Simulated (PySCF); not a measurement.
C3H2, SMILES [CH2][C][C] (connectivity only; charge and spin as stated), neutral, multiplicity 1.

Geometry optimised at PBE0-D3(BJ)/def2-TZVP.

Two levels are set side by side: PBE/def2-TZVPD (PySCF) and CAM-B3LYP/def2-TZVPD (PySCF). Same geometry, gas phase. Differences are taken from unrounded values.

| quantity | CAM-B3LYP |
|---|---|
| orbital gap (eV) | 6.52 |
| highest occupied level (eV) | -9.35 |
| lowest empty level (eV) | -2.83 |
| dipole moment (D) | 4.38 |
| mean polarisability (bohr³) | 37.7 |

Problem. What does PBE give, and how far is it from CAM-B3LYP? (The exact figures need the calculation; the answer reports its results.)

Solution. 
```csv
quantity,PBE,PBE minus CAM-B3LYP
orbital gap (eV),1.61,-4.91
highest occupied level (eV),-6.67,2.68
lowest empty level (eV),-5.06,-2.23
dipole moment (D),4.42,0.04
mean polarisability (bohr³),38.1,0.3
```

PBE's occupied levels lie high since its potential decays too fast outside the molecule; exact exchange lowers them and widens the gap. Differences between two approximate levels are no errors against the true value.

Rough cost on one machine, each run with all the roots and properties that it gave: CAM-B3LYP against PBE within a factor of 2.
